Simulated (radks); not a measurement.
Results of a calculation; reference values are marked as such.
Question: The tungsten ion W3+, 71 electrons, occupied as [Xe] 4f14 5d2 6d1 (not the ground configuration). Code: a radial shooting solver on a logarithmic mesh with Libxc functionals. Model: Dirac Kohn-Sham, PBEsol, spin-unpolarised, spherical densities, point nucleus; open shells are shared between the two j in proportion to 2j + 1.

Spin-orbit splittings of the eigenvalues, e(l+1/2) - e(l-1/2), with zeta = 2 splitting/(2l+1) and mean radii in bohr:

shell  occ.  splitting (eV)  zeta (eV)  <r> j=l-1/2  <r> j=l+1/2
2p        6            1352      901.4      0.06366      0.07162
3p        6           292.4      194.9       0.1906       0.2054
3d       10           63.59      25.44       0.1797       0.1842
4p        6           67.83      45.22       0.4547       0.4880
4d       10               ?          ?       0.5049       0.5163
4f       14           2.245     0.6416       0.6004       0.6097
5p        6           10.23      6.817        1.159        1.252
5d        2           1.073     0.4290        1.655        1.695
6d        1          0.1890    0.07559        4.223        4.274

Estimate the 4d splitting.

Answer: 12.50 eV (zeta = 4.999 eV).
